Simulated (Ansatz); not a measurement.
Consider the formal exchange of groups at the Si–Se bond: `O[SiH](F)[SeH]` + `BO` → `OB[SiH](O)F` + H₂Se.

Gas-phase electronic energies from Ansatz, PBE0-D4/def2-TZVP geometries. CCSD(T)/CBS adds triple-zeta CCSD(T) − MP2 to the extrapolated MP2 energy (def2 sets, frozen cores). This one scheme is used for every species. DFT in def2-TZVPP. HSE06 is defined as in plane-wave codes. For Se outer-core shells are correlated without core-valence functions, which leaves a few kJ/mol of doubt a bond. Scalar relativity is left out up to krypton. One conformer a species, not always the lowest.

```tsv
level	ΔE (kJ/mol)	difference from CCSD(T)/CBS
PBE-D4	92.3	-7.5
r2SCAN-D4	100.8	1.0
B97M-V	94.3	-5.5
PBE0-D4	95.9	-3.9
r2SCANh-D4	101.6	1.8
BHLYP-D4	100.2	0.4
CAM-B3LYP-D4	93.5	-6.3
ωB97M-V	99.9	0.1
B2PLYP	97.6	-2.2
revPBE	89.9	-9.9
BLYP	89.0	-10.8
r2SCAN	100.8	1.0
HSE06	94.9	-4.9
CCSD/def2-TZVPP	94.5	-5.3
CCSD(T)/def2-TZVPP	95.3	-4.5
MP2/def2-QZVPP	108.9	9.1
CCSD(T)/CBS	99.8	0
```

Largest T1 diagnostic among the species: 0.014.

From PBE to PBE0 (25 % exact exchange), in def2-TZVPP and without D4, ΔE moves by +3.9 kJ/mol. Leaving LDA and LC-ωPBE aside and taking each functional with its dispersion term where it has one, the values, not all of them listed here, spread over 10.2 kJ/mol, from PBE-D4 to r2SCAN0-D4. At CCSD(T), def2-SVP lies −15.4 kJ/mol from the extrapolated value and def2-TZVPP −4.5 kJ/mol.
